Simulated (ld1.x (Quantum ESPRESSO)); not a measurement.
Configuration tests for C (Z = 6) (TM)

* Element: carbon (C)
* Generator: ld1.x (Quantum ESPRESSO) 7.5
* Type: norm-conserving Troullier–Martins (Kleinman–Bylander form)
* Functional: PBEsol
* Relativity: scalar-relativistic
* Frozen core: [He]
* Valence charge: 4
* Reference configuration: 2s2 2p2
* Partial waves: 2p (bound): rc 2.80 bohr; 3d channel at 0.4 Ry: rc 3.00 bohr; 2s (bound): rc 1.05 bohr
* Local potential: the s channel
* Core correction: none

Energies are relative to the spin-unpolarised reference configuration 2s2 2p2; without spin polarisation the order of configurations can differ from experiment.

(1) Give the all-electron excitation energy and the error of the potential for: 2s2 2p1; 2s2 2p0; 2s1 2p0; 2s2 2p1.5; 2s1 2p3; 2s0 2p4; 2s1 2p2.

Levels in the configuration 2s2 2p1.5:

```
level  all-electron (eV)  pseudo (eV)
   2s            -19.258      -19.245
   2p            -10.649      -10.571
```

## Answers

(1)

```tsv
valence configuration	charge	ΔE all-electron (eV)	error AE − PS (meV)
2s2 2p1	+1	10.789	+101
2s2 2p0	+2	34.807	+865
2s1 2p0	+3	82.771	+1695
2s2 2p1.5	+0.5	3.933	+15
2s1 2p3	0	8.427	-21
2s0 2p4	0	16.873	-83
2s1 2p2	+1	19.502	-103
```
